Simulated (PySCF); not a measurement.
Computed shifts of a molecule CH₆ClNSi, HF/pcSseg-1 in PySCF, GIAO, gas phase, equivalent atoms averaged, in ppm (number of nuclei): ²⁹Si: -2.4 (1). ¹³C: 3.9 (1). ¹⁵N: 28.5 (1). ¹H: 4.91 (1), 1.50 (1), 1.31 (1), 0.76 (3). References: ²⁹Si against TMS (σ = 393.8 ppm); ¹³C against TMS (σ = 192.6 ppm); ¹⁵N against NH3 (σ = 267.3 ppm); ³⁵Cl against HCl (σ = 958.2 ppm); ¹H against TMS (σ = 31.99 ppm), references at their B3LYP-D3(BJ)/def2-TZVP geometries, non-relativistic (without spin–orbit terms, shifts of atoms bonded to Cl or Br come out too high). Geometry: B3LYP-D3(BJ)/def2-SVP. Other conformers were not sampled.

Task: Which structure fits?
(A) C[SiH](N)Cl
(B) NC[SiH2]Cl
(C) CN[SiH2]Cl

Result: A, C[SiH](N)Cl
